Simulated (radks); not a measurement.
Charge is removed step by step from the 3d (averaged over the sub-levels emptied) level of the krypton ion Kr3+, starting from [Ar] 3d10 4s2 4p3. All-electron calculation, Dirac Kohn-Sham, PBEsol, spin-unpolarised, spherical densities, finite nucleus; open shells are shared between the two j in proportion to 2j + 1; Fermi nuclear charge, rms radius 4.1884 fm. Program: a radial shooting solver on a logarithmic mesh with Libxc functionals.

removed (e) = 0: E - E(0) (eV) 0.000; eigenvalue (eV) -121.69; E minus straight line (eV) 0.000
removed (e) = 0.25: E - E(0) (eV) 31.360; eigenvalue (eV) -129.21; E minus straight line (eV) -2.884
removed (e) = 0.5: E - E(0) (eV) 64.618; eigenvalue (eV) -136.88; E minus straight line (eV) -3.869
removed (e) = 0.75: E - E(0) (eV) 99.811; eigenvalue (eV) -144.69; E minus straight line (eV) -2.920
removed (e) = 1: E - E(0) (eV) 136.97; eigenvalue (eV) -152.64; E minus straight line (eV) 0.000

Removing the whole electron costs 136.97 eV by Delta-SCF, against 121.69 eV from minus the eigenvalue at the starting occupation. Slater's transition state (half an electron removed) gives 136.88 eV. Integrating minus the eigenvalue over the occupation (Janak's theorem) gives 136.97 eV. The mean slope of the eigenvalue, de/dn, is 30.9 eV per electron.
